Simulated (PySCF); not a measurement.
## How methods differ on the excitation energy of Si²⁺

Si²⁺ [Ne] 3s2 (1S) → Si²⁺ [Ne] 3d2 (3F), as a difference of total energies. Computed with PySCF 2.14 in x2c-TZVPPall with one added diffuse shell each of s, p, d type (6s6p4d1f, 51 functions), with scalar relativity by spin-free X2C-1e. Correlated levels: valence: [Ne] frozen; valence and next inner shell: 1s2 frozen. The calculations carry no spin-orbit coupling.

```
                                method  excitation energy (eV)
                                   UHF                  35.416
                                   LDA                  35.232
                                   PBE                  34.580
                                  PBE0                  34.978
                                r2SCAN                  34.653
                                  BP86                  34.588
                               LC-wPBE                  35.483
                               wB97M-V                  35.711
                                  BLYP                  34.781
                         MP2 (valence)                  36.115
                     SCS-MP2 (valence)                  36.395
    MP2 (valence and next inner shell)                  36.431
SCS-MP2 (valence and next inner shell)                  36.646
```

**Question.** How much does correlation contribute at MP2 (valence and next inner shell)?

**Answer.** 36.431 − (35.416) = 1.015 eV, measured against UHF.

The upper state lies above the first ionisation limit, where it may autoionise and the basis confines it.

The promoted electron is Rydberg-like, and one or two diffuse shells describe it only roughly, which tends to raise the upper state.
